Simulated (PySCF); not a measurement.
Sc⁺: excitation energy

Sc⁺ [Ar] 3d1 4s1 (3D) → Sc⁺ [Ar] 4s2 (1S), as a difference of total energies. Calculation: PySCF 2.14, in aug-cc-pVDZ-DK (7s6p4d2f, 59 functions); the spin-free X2C one-electron Hamiltonian (Gaussian nucleus). Correlated levels: valence: [Ar] frozen. The calculations carry no spin-orbit coupling.

| method | excitation energy (eV) | error (eV) |
| --- | --- | --- |
| UHF | 2.178 | +0.736 |
| LDA | 2.328 | +0.886 |
| PBE | 2.489 | +1.047 |
| PBE0 | 2.455 | +1.013 |
| wB97X | 1.977 | +0.535 |
| TPSS | 2.652 | +1.210 |
| B3LYP | 2.277 | +0.835 |
| B2PLYP | 1.985 | +0.543 |
| MP2 (valence) | 1.641 | +0.199 |
| SCS-MP2 (valence) | 1.474 | +0.032 |

Reference: 1.442 eV (measured; NIST levels, between the centres of gravity of the two terms).

Errors of the correlated levels include the incompleteness of this basis and the frozen core.
